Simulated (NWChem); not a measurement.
A series in which one site is exchanged, each optimised at PBE0/def2-SVP with NWChem, gas phase unless a solvent is named. This build's default masses of Se (78.918 u) and Br (79.917 u) are each other's, which moves their modes by up to 0.6 %. For some, no frequency run checked for a minimum. def2 effective core potentials on Sr, Te, Ba; no spin-orbit coupling.

A: [Cl][Ba][Br] (BaBrCl; site = Ba)
B: [Cl][Ca][Br] (CaBrCl; site = Ca)
C: Cl[Te]Br (TeBrCl; site = Te)
D: [Sr]([Cl])[Br] (SrBrCl; site = Sr)

```tsv
quantity	A	B	C	D
dipole (D), PBE0/def2-SVP	6.92	1.04	1.97	[?]
orbital gap (eV), PBE0/def2-SVP	5.01	5.58	3.61	[?]
static polarisability, PBE/def2-SVPD (bohr³)	86.1	70.1	80.8	[?]
lowest singlet excitation, PBE/def2-SVPD, TDA (eV)	3.48	3.78	2.00	[?]
```

Problem. Some entries are withheld; supply them.

Solution. 
- dipole (D), PBE0/def2-SVP, D: 3.60
- orbital gap (eV), PBE0/def2-SVP, D: 5.22
- static polarisability, PBE/def2-SVPD (bohr³), D: 76.0
- lowest singlet excitation, PBE/def2-SVPD, TDA (eV), D: 3.52
